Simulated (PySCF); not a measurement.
## HVO₂ at several levels of theory

All levels use the PBE0 minimum (singlet; V–H 1.639 Å, V–O 1.570 Å (×2); H–V–O 105.8° (×2), O–V–O 109.7°), basis [V def2-TZVP, O def2-TZVP, H def2-TZVP], no relativity, density fitting, no spin–orbit coupling, PySCF. For vertical energies the ionised species is a doublet (spins chosen at PBE0 and kept) and the electron-attached one a doublet. Atomisation goes to high-spin ground-configuration atoms, without zero-point energy. Open shells are unrestricted, also as the reference of the correlated levels. A dash marks a value that was not computed or is not defined at that level.

```xyz
4
charge 0 multiplicity 1, angstrom
V     0.2539    0.0000    0.2192
O    -0.4598    1.2831   -0.3357
O    -0.4598   -1.2831   -0.3357
H     1.7529    0.0000   -0.4428
```

```
level  atomisation (kJ/mol)  vertical IP (eV)  vertical EA (eV)  −ε(HOMO) (eV)  gap (eV)  dipole (D)
 PBE0                  1391             11.08              1.95           8.85      5.16        4.61
   HF                   267              8.22              2.78          12.77     12.15        5.46
  MP2                     ?                 ?                 ?              –         –           –
  PBE                     ?                 ?                 ?              ?         ?           ?
```

(1) Fill in the row of PBE.

(2) Fill in the row of MP2.

Results:

(1) atomisation (kJ/mol) 1672, vertical IP (eV) 11.33, vertical EA (eV) 1.59, −ε(HOMO) (eV) 7.27, gap (eV) 2.57, dipole (D) 4.31.

(2) atomisation (kJ/mol) 1692, vertical IP (eV) 15.86, vertical EA (eV) 0.00.

Spin contamination in at least one species weakens the values at: HF, MP2.

Without diffuse functions attachment energies tend to come out too low.
